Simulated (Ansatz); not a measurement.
One change: `F[SiH2][NH][GeH3]` becomes `O[SiH2]N[SiH2]F`.

Ansatz, PBE0-D4/def2-TZVP geometries, multiplicity 1. Each molecule was computed in one conformer, which needn't be the lowest.

Scalar relativity is left out up to krypton.

| property | `F[SiH2][NH][GeH3]` |
| --- | --- |
| LUMO energy (PBE/def2-TZVPP) / eV | -0.75 |
| size of the dipole moment (PBE/def2-TZVPP) / D | 1.95 |
| HOMO–LUMO gap (B3LYP/def2-TZVPP) / eV | 7.49 |
| HOMO energy (B3LYP/def2-TZVPP) / eV | -7.65 |
| LUMO energy (ωB97M-V/def2-TZVPP) / eV | 1.73 |
| ideal-gas entropy at 298 K and 1 bar (rigid rotor, harmonic PBE0-D4/def2-TZVP) / J/(mol·K) | 354 |

(1) Give the same properties after the change, and the shifts. (Estimate.)

Results:

(1) The calculation gave: 
| property | `O[SiH2]N[SiH2]F` | shift |
| --- | --- | --- |
| LUMO energy (PBE/def2-TZVPP) / eV | -0.53 | 0.22 |
| size of the dipole moment (PBE/def2-TZVPP) / D | 1.91 | -0.04 |
| HOMO–LUMO gap (B3LYP/def2-TZVPP) / eV | 8.20 | 0.71 |
| HOMO energy (B3LYP/def2-TZVPP) / eV | -8.16 | -0.51 |
| LUMO energy (ωB97M-V/def2-TZVPP) / eV | 1.83 | 0.10 |
| ideal-gas entropy at 298 K and 1 bar (rigid rotor, harmonic PBE0-D4/def2-TZVP) / J/(mol·K) | 364 | 10 |

With PBE0 the HOMO falls by 0.52 eV and the LUMO rises by 0.22 eV, so the gap widens by about 0.74 eV. PBE moves the HOMO by -0.49 eV and ωB97M-V by -0.56 eV. The zero-point energy changes by 23.4 kJ/mol with +3 modes. Dipoles are sizes alone; their direction can turn. Modes under 60 cm⁻¹, often nearly free rotors, make the harmonic entropy too high.

Positive LUMOs are unbound, so they and the gaps depend on the basis.

B3LYP here is the variant with VWN-RPA as its local correlation; programs differ in this.
